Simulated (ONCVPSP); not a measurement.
## What one change does to a pseudopotential (Ta, ONCV)

```
Element                 : tantalum
Generator               : ONCVPSP 4.0.1
Type                    : optimised norm-conserving Vanderbilt (ONCV)
Functional              : PBE
Relativity              : scalar-relativistic
Frozen core             : [Xe] 4f14
Valence charge          : 5
Reference configuration : 5d3 6s2
Partial waves           : 6s: rc 2.90 bohr, ncon 4, nbas 8, qcut 2.4 1/bohr, 2 projectors, debl 1.8 Ha; p scattering state at 0.23 Ha: rc 2.65 bohr, ncon 4, nbas 7, qcut 2.6 1/bohr, 1 projector; 5d: rc 2.30 bohr, ncon 3, nbas 7, qcut 8 1/bohr, 3 projectors, debl 3.9 Ha
Local potential         : polynomial inside 1.65 bohr (lpopt 3, dvloc0 4 Ha)
Core correction         : Teter function, fcfact 4, rcfact 1.6
```

In the p channel the program set the typed energies aside and used 0.050 Ha.

Change: s: rc 2.3.

Cutoffs: the cutoffs (Ha) at which the residual kinetic energy of the hardest occupied pseudo-wave falls to 1 and 0.1 mHa per electron; they do not see the model core or the augmentation charge, which bear on the density cutoff. Errors are all-electron minus pseudo energies relative to the spin-unpolarised reference configuration.

Q: What does the change do?

A: The potential gets harder (13 Ha and 16 Ha → 13 Ha and 20 Ha); the errors of the 4 common tests hardly move; neither file shows a bound ghost. A smaller radius makes the pseudo-wave follow the all-electron one further in, where it bends more sharply, so more plane waves are needed.

```csv
quantity,base,changed
"cutoff, loose",13 Ha,13 Ha
"cutoff, tight",16 Ha,20 Ha
loose cutoff by channel,"s 2.8 Ha, d 13 Ha","s 3.0 Ha, d 13 Ha"
bound ghosts,none,none
GHOST(+) flags under 300 eV,s at 56.0 eV,s at 55.5 eV
"error for 5d3 6s1, meV [ΔE 8.47 eV]",-66,-66
"error for 5d3 6s0, meV [ΔE 23.44 eV]",-340,-340
"error for 5d2 6s0, meV [ΔE 47.04 eV]",-710,-702
"error for 5d3 6s0 6p2, meV [ΔE 8.60 eV]",-76,-74
p: phases at 2.69 bohr within 0.05 rad from the reference energy up to (Ha; the scan ends near 5),0.2,0.2
d: phases at 2.34 bohr within 0.05 rad from the reference energy up to (Ha; the scan ends near 5),to the end of the scan,to the end of the scan
"rms error of d²Exc/dni dnj with the model core, mHa",2.86,2.80
```

Changed file: The cutoffs count occupied waves only; projector 2 of the s channel, the hardest unoccupied one, needs 40 Ha at the loose tolerance.
